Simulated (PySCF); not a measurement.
A set of runs on Ti(OMe)Me3 (`C[O][Ti]([CH3])([CH3])[CH3]`); the geometry of each is named by its level. Settings lines and outputs come from a driver script.

Species: Ti(OMe)Me3, C4H12OTi (singlet state).
Bonds: Ti1–O2, Ti1–C7, Ti1–C11, Ti1–C15, O2–C3. Hydrogens: H4, H5, H6 on C3; H8, H9, H10 on C7; H12, H13, H14 on C11; H16, H17, H18 on C15.

Step 1: PBE0-D3(BJ)/def2-SVP geometry optimisation, gas phase (PySCF 2.14.0) (from the GFN2-xTB geometry)
```json
{"job": {"xc": "PBE0", "basis": "def2-SVP", "d3": "d3bj", "grid": 1, "maxiter": 40, "shake": 0.03, "kind": "geom"}, "charge": 0, "multiplicity": 1}
```
```
step   0  E = -1083.58269989  max force = 0.073661
step   1  E = -1083.60311491  max force = 0.007259
step   2  E = -1083.60394902  max force = 0.004273
step   3  E = -1083.60429666  max force = 0.003074
...
step   8  E = -1083.60479491  max force = 0.001487
step   9  E = -1083.60483521  max force = 0.001049
step  10  E = -1083.60485189  max force = 0.000557
step  11  E = -1083.60486082  max force = 0.000268
optimisation converged
```

Final energy -1083.60486 Eh after 11 steps; dipole 1.59 D. Energies in Eh; «max force» is the largest Cartesian gradient component in Eh/bohr.

Step 2: TDDFT CAM-B3LYP/def2-SVPD, vertical, gas phase, core orbitals frozen in the response (PySCF 2.14.0, density-fitted response routines) (on the PBE0-D3(BJ)/def2-SVP geometry)
```json
{"job": {"kind": "uv", "xc": "CAM-B3LYP", "basis": "def2-SVPD", "ip": false, "nstates": 15}, "charge": 0, "multiplicity": 1}
```
```
...
Static polarisability (au): isotropic 99.559, principal 97.533 97.641 103.501
Singlet excitations
state   eV       nm        f      main configurations
  1   3.8776    319.7   0.00000   H-1->L 0.48, H->L+1 0.46
  2   4.0320    307.5   0.00116   H->L 0.41, H-1->L+1 0.39, H->L+1 0.08
  3   4.0355    307.2   0.00116   H->L+1 0.41, H-1->L 0.39, H->L 0.08
  4   4.3264    286.6   0.00180   H-1->L+1 0.45, H->L 0.43
  5   4.7710    259.9   0.00353   H-2->L 0.94
  6   4.7751    259.6   0.00376   H-2->L+1 0.94
  7   5.0561    245.2   0.00556   H->L+3 0.75, H->L+2 0.13
  8   5.0609    245.0   0.00493   H-1->L+3 0.76, H-1->L+2 0.13
  9   5.5534    223.3   0.00000   H->L+4 0.48, H-1->L+5 0.46
 10   5.6555    219.2   0.00683   H-2->L+3 0.69, H-2->L+2 0.13
 11   5.8737    211.1   0.03061   H-1->L+5 0.40, H->L+4 0.38, H-2->L+5 0.09
 12   5.8774    211.0   0.03067   H-1->L+4 0.40, H->L+5 0.38, H-2->L+4 0.10
 13   6.0390    205.3   0.00001   H-3->L 0.46, H-4->L+1 0.43
 14   6.1833    200.5   0.00179   H-4->L 0.30, H-3->L+1 0.29, H-4->L+1 0.15
 15   6.1838    200.5   0.00193   H-4->L+1 0.31, H-3->L 0.28, H-4->L 0.15
Triplet excitations (Tamm-Dancoff, eV): 3.6159 3.6583 3.6618 3.7451
```

HOMO -8.81 eV, LUMO 0.01 eV; lowest singlet 3.88 eV; lowest triplet 3.62 eV (Tamm–Dancoff); mean polarisability 99.6 au.

Step 3: delta-SCF UKS SCAN, pcX-2 on the ionised atom (unc-x2c-TZVPall on a metal), pcseg-1 elsewhere, spin-free X2C (PySCF 2.14.0) (on the PBE0-D3(BJ)/def2-SVP geometry)
```json
{"job": {"kind": "xps", "metal_2p": true}, "charge": 0, "multiplicity": 1}
```
```
...
ground state, core basis on atom 0 (Ti), 225 functions
  E(ground) = -1088.77892619 Eh
hole in Ti 2p of atom 0
... (8 lines left out)
  E(ion) = -1071.74564666 Eh   <S^2> = 0.8232   hole on atom = 1.000   binding energy = 463.499 eV
  2p3/2 = 461.570 eV   2p1/2 = 467.290 eV
ground state, core basis on atom 1 (O), 192 functions
  E(ground) = -1088.05790328 Eh
hole in O 1s of atom 1
  E(ion) = -1068.30474505 Eh   <S^2> = 0.7625   hole on atom = 1.000   binding energy = 537.511 eV
ground state, core basis on atom 2 (C), 192 functions
  E(ground) = -1088.02995022 Eh
hole in C 1s of atom 2
  E(ion) = -1077.28254493 Eh   <S^2> = 0.7701   hole on atom = 1.000   binding energy = 292.452 eV
ground state, core basis on atom 6 (C), 192 functions
  E(ground) = -1088.03114957 Eh
hole in C 1s of atom 6
  E(ion) = -1077.41174271 Eh   <S^2> = 0.7672   hole on atom = 1.000   binding energy = 288.969 eV
```

Ti2p of Ti1 463.48 eV (mean of the 2p shell); O1s of O2 537.51 eV; C1s of C3 292.45 eV; C1s of C7 288.97 eV; one atom stands for each set of equivalent ones. SCF cycles are left out; they run on a coarse grid, and E(ground) and E(ion) are re-evaluated on a finer one. For a 2p shell the printed binding energy is that of one 2p hole without spin–orbit coupling; the 2p3/2 and 2p1/2 values follow from a further step that adds the ground-state splitting of the three 2p orbitals and a mean-field spin–orbit operator, and the shell mean corrects the one hole to the average of the three. The log counts atoms from 0, this text from 1.

Which step took the most CPU time, and about what did each take on Arm Neoverse V2, one thread, shared host?

Step 1, about 50 % of the total. CPU time by step: 1: 2.1 min, 2: 68 s, 3: 60 s.

Geometry of the electronic-property runs (PBE0-D3(BJ)/def2-SVP):
```
atom  x, y, z in Å
Ti1   -0.0372    0.0535   -0.3012
O2     0.1730   -0.2762    1.4014
C3     0.3356   -0.5290    2.7509
H4    -0.0317   -1.5380    3.0071
H5    -0.2247    0.2042    3.3566
H6     1.4004   -0.4680    3.0345
C7     1.7955    0.2471   -1.2325
H8     1.6214    0.4169   -2.3106
H9     2.4022   -0.6662   -1.1094
H10    2.3556    1.1048   -0.8222
C11   -1.0881    1.8121   -0.5486
H12   -1.1984    2.0077   -1.6305
H13   -0.5494    2.6561   -0.0852
H14   -2.0912    1.7370   -0.0950
C15   -1.0861   -1.4788   -1.2028
H16   -2.1003   -1.5659   -0.7768
H17   -0.5636   -2.4423   -1.0756
H18   -1.1695   -1.2581   -2.2824
```

